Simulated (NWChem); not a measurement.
Br, doublet

Computed with NWChem. Spin-unrestricted. Medium grid unless said otherwise, to which SCAN and Minnesota functionals are sensitive. The open p shell is one determinant without spherical averaging. No stability test was run on the SCF state. B3LYP is NWChem's, with the RPA form of VWN correlation. Total energies of different functionals are on different scales.

```json
[
 {"level": "B3LYP/def2-SVP", "energy (Ha)": "-2573.8265", "highest occupied level (eV)": "___", "lowest empty minus highest occupied level, either spin (eV)": "___", "<S²>": "0.751"},
 {"level": "PBE/def2-SVP", "energy (Ha)": "-2573.4073", "highest occupied level (eV)": "-7.13", "lowest empty minus highest occupied level, either spin (eV)": "0.06", "<S²>": "0.751"},
 {"level": "UHF/def2-SVP", "energy (Ha)": "-2572.0822", "highest occupied level (eV)": "-11.63", "lowest empty minus highest occupied level, either spin (eV)": "10.57", "<S²>": "0.756"},
 {"level": "M06/def2-SVP", "energy (Ha)": "-2573.7047", "highest occupied level (eV)": "-8.54", "lowest empty minus highest occupied level, either spin (eV)": "2.71", "<S²>": "0.752"},
 {"level": "r2SCAN/def2-SVP", "energy (Ha)": "-2573.7875", "highest occupied level (eV)": "-7.55", "lowest empty minus highest occupied level, either spin (eV)": "0.76", "<S²>": "0.753"},
 {"level": "SCAN/def2-SVP", "energy (Ha)": "-2574.0074", "highest occupied level (eV)": "-7.56", "lowest empty minus highest occupied level, either spin (eV)": "0.74", "<S²>": "0.752"}
]
```

### Question
Complete the blanks.

### Answer

- B3LYP/def2-SVP, highest occupied level (eV): -8.21
- B3LYP/def2-SVP, lowest empty minus highest occupied level, either spin (eV): 2.00
